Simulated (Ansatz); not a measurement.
Counterpoise correction, worked out

The pair of Ag⁺ (SMILES [Ag+], atom 1) and H₂O₂ (SMILES OO, atoms 2–5), both closed shells, in one local arrangement (a lower one may exist), relaxed at PBE0-D4/def2-TZVP:

Ag1  (-0.251, -0.034, -2.219)
O2  (-0.503, 0.078, 0.038)
O3  (0.834, -0.094, 0.502)
H4  (-1.004, -0.585, 0.541)
H5  (0.924, 0.635, 1.137)
(Å)

Ansatz 0.2.0; basis: def2-TZVPPD; cores frozen in the correlated methods. Filled d shells of the heavier atoms are correlated. Core potentials replace the inner electrons of the atoms past krypton.

CCSD(T) total energies in eV:

| system | geometry | basis functions | energy |
| --- | --- | --- | --- |
| pair | pair | all | -8106.27436 |
| Ag⁺ | as in the pair | all (partner as ghosts) | -3986.19583 |
| H₂O₂ | as in the pair | all (partner as ghosts) | -4118.97822 |
| Ag⁺ | as in the pair | its own | -3986.13302 |
| H₂O₂ | as in the pair | its own | -4118.96539 |
| Ag⁺ | free (PBE0-D4 minimum) | its own | -3986.13302 |
| H₂O₂ | free (PBE0-D4 minimum) | its own | -4118.97674 |

Work out the interaction energy with and without the counterpoise correction, the superposition error, and the binding energy from the relaxed fragments.

Without correction: -8106.27436 − (-3986.13302) − (-4118.96539) = -1.17595 eV.
With correction (each fragment in the whole basis): -8106.27436 − (-3986.19583) − (-4118.97822) = -1.10031 eV = -25.37 kcal/mol.
The superposition error is the difference, 0.07564 eV, 6 % of the uncorrected value: each fragment borrows its partner's functions.
Deformation from the free shapes: 0.00000 eV for Ag⁺ and 0.01135 eV for H₂O₂.
Binding energy from relaxed fragments: -1.10031 + 0.00000 + 0.01135 = -1.08896 eV = -25.11 kcal/mol (electronic, without zero-point energy; negative means bound). For comparison, the corrected interaction energy by CCSD(T) at an estimated basis limit (MP2 extrapolated from triple and quadruple zeta, plus CCSD(T) − MP2 in triple zeta) is -1.213 eV; triple zeta with the correction binds less.

T1 diagnostic: at most 0.013.

For scale, one of the runs: CCSD(T)/def2-TZVPPD, 170 basis functions (an equivalent command: `ansatz run in.yaml --threads 2`). The run took 71 s on 2 CPU threads (shared host), with 1.8 GiB of host memory at its peak.
